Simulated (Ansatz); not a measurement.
CH₉AsSi₂, SMILES `C[SiH]([SiH3])[AsH2]`, relaxed with RKS PBE0-D4/def2-TZVP in Ansatz from a PBE-D4/def2-SVP geometry. The force threshold is 0.005 eV/Å; the program also tests the step.

The species carries charge 0 and has multiplicity 1.

Start:

```xyz
13

C    -1.200    1.467    0.523
Si    0.305    0.605   -0.248
Si    0.994   -1.234    1.042
As   -0.269   -0.102   -2.470
H    -1.529    2.321   -0.103
H    -2.049    0.760    0.620
H    -0.954    1.853    1.533
H     1.443    1.588   -0.388
H    -0.137   -2.228    1.114
H     1.370   -0.850    2.452
H     2.178   -1.910    0.401
H     0.971   -1.012   -2.562
H    -1.123   -1.260   -1.913
```

```csv
step,energy (eV),largest force (eV/Å),largest move (Å)
1,-77766.3819,0.534,0.000
2,-77766.4194,0.144,0.035
3,-77766.4216,0.036,0.019
4,-77766.4223,0.019,0.015
5,-77766.4225,0.006,0.014
6,-77766.4225,0.017,0.012
7,-77766.4226,0.004,0.011
8,-77766.4226,0.006,0.006
9,-77766.4226,0.001,0.003
```

End:

```xyz
13

C    -1.190    1.463    0.521
Si    0.288    0.588   -0.238
Si    0.983   -1.234    1.047
As   -0.280   -0.100   -2.438
H    -1.506    2.301   -0.105
H    -2.034    0.777    0.625
H    -0.942    1.849    1.512
H     1.420    1.549   -0.388
H    -0.126   -2.225    1.136
H     1.365   -0.840    2.433
H     2.153   -1.894    0.405
H     0.972   -0.955   -2.576
H    -1.101   -1.280   -1.932
```

Run time 38 s (4 threads of an Arm Neoverse V2 on a shared host); peak host memory 0.68 GiB.
